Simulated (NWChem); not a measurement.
System: C₂H₈BN; SMILES CCBN

The following NWChem deck was run.

```
start job
memory heap 200 mb stack 900 mb global 1100 mb
geometry units angstroms noautoz
  B     -0.380715     0.705658    -0.324015
  H     -1.468539     0.699908    -0.836852
  C      0.511296    -0.601610    -0.299554
  C     -0.222110    -1.835791     0.264361
  H      1.450396    -0.444803     0.253036
  H      0.810161    -0.821921    -1.337474
  H     -1.147200    -2.033018    -0.290110
  H     -0.498981    -1.691008     1.315946
  H      0.397793    -2.739039     0.210176
  N      0.050159     1.911946     0.236770
  H     -0.500322     2.759385     0.221381
  H      0.946104     2.022648     0.694638
end
basis spherical
  * library def2-tzvp
end
dft
  xc pw6b95
  iterations 150
  semidirect filesize 400000000
  mulliken
end
task dft energy
```

All runs use the structure optimised with B3LYP/6-31G* (spherical d).

**Question.** Give the results of this calculation. (PW6B95/def2-TZVP.) Quantities: energy (Ha); highest occupied level (eV); orbital gap (eV); dipole (D).

**Answer.** 
```
Quantity                      Result
---------------------------  -------
energy (Ha)                  -160.94
highest occupied level (eV)    -8.35
orbital gap (eV)                8.96
dipole (D)                      1.64
```
